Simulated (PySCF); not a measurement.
## Two-component Hartree-Fock for Se(12+) (selenium, charge +12)

Start: [Ar] 3d4; 3d3/2 filled at m_j = -3/2, -1/2, +1/2, +3/2. Calculated with PySCF 2.14 in an even-tempered Gaussian basis (17 s from 0.88 bohr⁻², ratio 2.8; 12 p from 1.1 bohr⁻², ratio 2.8; 8 d from 1.1 bohr⁻², ratio 2.8; 4 f from 4.5 bohr⁻², ratio 3): generalised Hartree-Fock with the X2C-1e Hamiltonian and a Gaussian nucleus; one run each with spin-orbit coupling (SO) switched off, then screened by Boettger's factors.

| spinor shell | electrons | ε, spin-free (eV) | ε, screened SO (eV) | weight of nominal j (screened SO) | rms radius, screened SO (bohr) |
| --- | --- | --- | --- | --- | --- |
| 1s1/2 | 2 | -13085.9 | -13085.5 | 1.000 | 0.0508 |
| 2s1/2 | 2 | -2046.1 | -2046.0 | 1.000 | 0.211 |
| 2p1/2 | 2 | -1837.0 | -1867.5 | 0.986 | 0.186 |
| 2p3/2 | 4 | -1837.0 | -1822.2 | 0.993 | 0.189 |
| 3s1/2 | 2 | -554.11 | -554.06 | 1.000 | 0.574 |
| 3p1/2 | 2 | -482.84 | -497.34 | 0.683 | 0.572 |
| 3p3/2 | 4 | -482.84 | -475.66 | 0.841 | 0.582 |
| 3d3/2 | 4 | -387.16 | -387.24 | 0.564 | 0.552 |

```json
{"quantity": "E (hartree)", "spin-free": "-2365.62582", "screened SO": "-2365.77073"}
{"quantity": "M_J", "spin-free": "0", "screened SO": "0"}
{"quantity": "⟨J²⟩", "spin-free": "4.003", "screened SO": "3.566"}
{"quantity": "⟨L²⟩", "spin-free": "6.002", "screened SO": "5.930"}
{"quantity": "⟨S²⟩", "spin-free": "6.001", "screened SO": "5.926"}
```

The determinant has a definite M_J but mixes levels of different J.

Each row is a mean over spinors that exchange with the open shell spreads, by up to 16.214 eV (3s1/2).

Rows whose weight is well below 1 are mixtures of j = l ± 1/2: exchange outweighs spin-orbit coupling there, and the label is only the starting occupation.

Without spin-orbit coupling the j labels of p, d and f shells carry no meaning; the spin-free column gives the mean over the occupied spinors of each nl shell, and its ⟨J²⟩ belongs to a mixture of degenerate components.
